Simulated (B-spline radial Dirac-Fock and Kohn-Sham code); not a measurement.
Compton profile of Hg¹⁸⁺

System: mercury as Hg¹⁸⁺, 1s2 2s2 2p6 3s2 3p6 3d10 4s2 4p6 4d10 4f14 5s2.

Level of theory: the impulse approximation on relativistic Hartree-Fock (Dirac-Fock) wave functions, averaged over the configuration; a radial B-spline solver. pz is in atomic units of momentum; subshell profiles are per electron, for a selection of subshells; open shells are spread over both j values by their weights.

```
 pz   J total   J 1s1/2   J 4s1/2   J 4d5/2   J 5s1/2
1.2     3.620   0.00913     0.124    0.0755     0.152
1.4     3.541   0.00913     0.117    0.0754     0.122
1.6     3.465   0.00912     0.109    0.0754    0.0963
1.8     3.395   0.00912     0.101    0.0752    0.0749
  2     3.331   0.00912    0.0932    0.0750    0.0586
2.5     3.192   0.00911    0.0731    0.0740    0.0371
  3     3.059   0.00910    0.0550    0.0719    0.0327
  4     2.725   0.00908    0.0291    0.0637    0.0298
  5     2.304   0.00904    0.0175    0.0507    0.0177
  7     1.533   0.00896    0.0145    0.0236   0.00430
 10    0.8763   0.00878   0.00932   0.00513   0.00328
 15    0.4298   0.00837   0.00170   0.00258  0.000545
 20    0.2400   0.00784   0.00136   0.00190  0.000345
 30   0.09279   0.00657  0.000427  0.000444  0.000118
 40   0.04331   0.00525  7.25e-05  8.87e-05  1.92e-05
 60   0.01387   0.00305  4.17e-05  5.18e-06  1.04e-05
100  0.002942  0.000953  1.45e-05    < 1e-6  3.66e-06
```

Q: What is the peak value J(0), and which subshell contributes most to it?

A: J(0) = 3.940. The 5s1/2 subshell gives the largest part, 14 %.

Mean momentum ⟨p⟩ by subshell (a.u.): 1s1/2 87.0, 2s1/2 31.1, 2p1/2 40.8, 2p3/2 35.1, 3s1/2 15.6, 3p1/2 18.6, 3p3/2 17.0, 3d3/2 20.4, 3d5/2 19.8, 4s1/2 8.15, 4p1/2 9.15, 4p3/2 8.45, 4d3/2 9.42, 4d5/2 9.19, 4f5/2 9.74, 4f7/2 9.62, 5s1/2 4.20.

Values without a named source are computed, but for edge energies of neutral atoms, which are taken from tables.
